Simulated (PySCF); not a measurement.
# How methods differ on the ionisation energy of Bi⁺

Bi⁺ [Xe] 4f14 5d10 6s2 6p2 [6p1/2^2, M_J = 0] → Bi²⁺ [Xe] 4f14 5d10 6s2 6p1 [6p1/2^1, M_J = 1/2], as a difference of total energies. All numbers are calculated (PySCF 2.14, the two-component X2C-1e Hamiltonian, in x2c-QZVPPall-2c). Correlated levels: [Kr] 4d10 4f14 frozen; the 58 highest virtual spinors dropped. "Screened" scales the spin-orbit matrix elements by Boettger's factors to mimic the two-electron term; Breit and QED terms are absent.

| method | ionisation energy (eV) |
| --- | --- |
| GHF (spin-free) | 15.225 |
| GMP2 (spin-free) | 15.862 |
| GHF (screened spin-orbit) | 15.595 |
| GMP2 (screened spin-orbit) | 16.493 |

The spin-free rows relax to the high-spin LS determinant and lack the spin-orbit shift.

The labels give the starting determinants; with spin-orbit coupling the two ends relaxed to ⟨J²⟩ = 0.00, ⟨L²⟩ = 1.52, ⟨S²⟩ = 1.52 and ⟨J²⟩ = 0.76, ⟨L²⟩ = 2.22, ⟨S²⟩ = 0.96.

Question: Which method comes closest to the reference value, and which is furthest?

Answer: The reference is 16.703 eV (measured; NIST Atomic Spectra Database, ionization energies). Closest: GMP2 (screened spin-orbit) (error -0.210 eV); furthest: GHF (spin-free) (error -1.478 eV).
